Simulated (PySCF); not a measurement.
# Electronic structure of Os²⁺ (osmium, charge +2) at the UHF level

Configuration: [Xe] 4f14 5d5 6s1, high-spin 7S determinant (an excited configuration). All numbers are calculated (PySCF 2.14, the spin-free X2C one-electron Hamiltonian (Gaussian nucleus), in x2c-TZVPPall (11s7p7d3f1g, 97 functions)).

```
Total energy                        : -17249.205463 hartree
One-electron energy                 : -23608.0319 hartree
Hartree (Coulomb) energy            : 6697.9247 hartree
Exchange energy                     : -339.0982 hartree
⟨S²⟩                                : 12.0054
⟨L²⟩                                : 0.000
Sum of ⟨r⟩                          : 39.97 bohr
Sum of ⟨r²⟩                         : 45.54 bohr²
Langevin diamagnetic susceptibility : -36.1 ×10⁻⁶ cm³/mol
```

```
shell  electrons  mean orbital energy (eV)  rms radius, mean of both spins (bohr)
 1s α          1                  -74290.7                                 0.0201
 1s β          1                  -74290.6                                 0.0201
 2s α          1                  -13100.6                                 0.0809
 2s β          1                  -13099.9                                 0.0809
 2p α          3                  -11447.5                                 0.0739
 2p β          3                  -11446.9                                 0.0739
 3s α          1                   -3129.8                                  0.207
 3s β          1                   -3129.6                                  0.207
 3p α          3                   -2634.0                                  0.209
 3p β          3                   -2633.8                                  0.209
 3d α          5                   -2058.5                                  0.191
 3d β          5                   -2057.9                                  0.191
 4s α          1                   -711.64                                  0.459
 4s β          1                   -710.79                                  0.459
 4p α          3                   -545.41                                  0.488
 4p β          3                   -544.63                                  0.488
 4d α          5                   -331.25                                  0.526
 4d β          5                   -330.08                                  0.526
 5s α          1                   -131.88                                   1.08
 5s β          1                   -125.12                                   1.08
 4f α          7                   -92.456                                  0.610
 4f β          7                   -91.618                                  0.610
 5p α          3                   -87.370                                   1.24
 5p β          3                   -77.766                                   1.24
 5d α          5                   -33.356                                   1.75
 6s α          1                   -25.701                                   2.83
```

Spin-orbit coupling, which splits the p, d and f shells strongly at this Z, is absent.

Densities and radii are taken from the X2C orbitals without a picture-change correction, which distorts them close to the nucleus.

Spin-orbit constants ζ (cm⁻¹) from the X2C one-electron operator on these orbitals: bare nucleus, nucleus screened by l(l+1)(2l+1)/3 electrons, and screened by the Breit-Pauli mean field of the electrons.

| shell | bare | screened nucleus | mean field |
| --- | --- | --- | --- |
| 2p | 7687000 | 7485000 | n/a |
| 3p | 1693000 | 1649000 | n/a |
| 3d | 264000 | 229200 | n/a |
| 4p | 393400 | 383100 | n/a |
| 4d | 53600 | 46540 | n/a |
| 4f | 9963 | 6292 | n/a |
| 5p | 56850 | 55350 | n/a |
| 5d | 4481 | 3891 | n/a |
